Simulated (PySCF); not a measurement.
SMILES C1CC(=NN[SiH3])CC1, C5H12N2Si

Geometry:
| atom | x (Å) | y (Å) | z (Å) |
| --- | --- | --- | --- |
| Si1 | 3.728 | -0.007 | -0.401 |
| N2 | 2.045 | -0.411 | -0.392 |
| N3 | 1.146 | 0.462 | 0.113 |
| C4 | -0.100 | 0.264 | 0.023 |
| C5 | -0.840 | -0.897 | -0.611 |
| C6 | -2.311 | -0.482 | -0.542 |
| C7 | -2.384 | 0.426 | 0.686 |
| C8 | -1.089 | 1.233 | 0.607 |
| H9 | 4.002 | 1.130 | -1.286 |
| H10 | 4.139 | 0.310 | 0.965 |
| H11 | 4.348 | -1.231 | -0.912 |
| H12 | 1.671 | -1.227 | -0.868 |
| H13 | -0.510 | -1.085 | -1.636 |
| H14 | -0.663 | -1.806 | -0.027 |
| H15 | -2.575 | 0.088 | -1.435 |
| H16 | -2.983 | -1.336 | -0.471 |
| H17 | -2.390 | -0.179 | 1.594 |
| H18 | -3.273 | 1.055 | 0.686 |
| H19 | -0.756 | 1.620 | 1.568 |
| H20 | -1.209 | 2.081 | -0.073 |

Computed with PySCF 2.14.0, GIAO HSE06/6-31G magnetisability, rotational g tensor and spin-rotation constants, non-relativistic, gas phase. Geometry: GFN2-xTB.

Q: What are the magnetisability and the molar susceptibility?

A: Isotropic -1417 × 10⁻³⁰ J/T², or -85.3 × 10⁻⁶ cm³/mol; principal values -1503, -1408, -1340 × 10⁻³⁰ J/T², anisotropy 142 × 10⁻³⁰ J/T² (root of half the summed squared differences of the principal values). The susceptibility is in cgs units.

Q: Split it along the inertial axes a, b, c into diamagnetic and paramagnetic parts about the centre of mass, with the quadrupole moment.

A: 
```
axis  χ (10⁻⁶ cm³/mol)  diamagnetic (10⁻⁶ cm³/mol)  paramagnetic (10⁻⁶ cm³/mol)  summed x² of all electrons (Å²)  quadrupole Θ (D Å)
   a             -84.8                      -360.4                        275.6                            398.2               +4.27
   b             -80.8                     -1787.0                       1706.2                             62.0               -0.99
   c             -90.4                     -1952.4                       1862.0                             23.0               -3.29
```
Anisotropies 2χaa − χbb − χcc = +1.6 and 2χbb − χaa − χcc = +13.5 × 10⁻⁶ cm³/mol. Θ is traceless in Buckingham's convention.

Q: And the rotational g tensor?

A: 
```tsv
axis	rotational constant (GHz)	g	nuclear part	electronic part
a	5.6371	-0.0461	0.6838	-0.7299
b	0.7297	-0.0063	0.5786	-0.5849
c	0.6663	-0.0023	0.5806	-0.5829
```
Asymmetric top; isotopes 12C, 1H, 14N, 28Si; no vibrational averaging.
